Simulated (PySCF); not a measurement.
## Al: excitation energy

Al [Ne] 3s2 3p1 (2P) → Al [Ne] 3s1 3p2, s spin flipped, as a difference of total energies. All numbers are calculated (PySCF 2.14, scalar relativity by spin-free X2C-1e, in aug-cc-pCVTZ-DK with one added diffuse shell each of s, p, d, f type (9s8p6d4f, 91 functions)). Correlated levels: nothing frozen. The calculations carry no spin-orbit coupling.

| method | excitation energy (cm⁻¹) |
| --- | --- |
| UHF | 47967 |
| MP2 (all electrons) | 45210 |
| SCS-MP2 (all electrons) | 45064 |

The upper determinant mixes two multiplicities, so it lies between the two terms.

The coupled-cluster amplitudes are large for the upper state (T1 above 0.03 or a double amplitude above 0.15), so a single reference is strained.
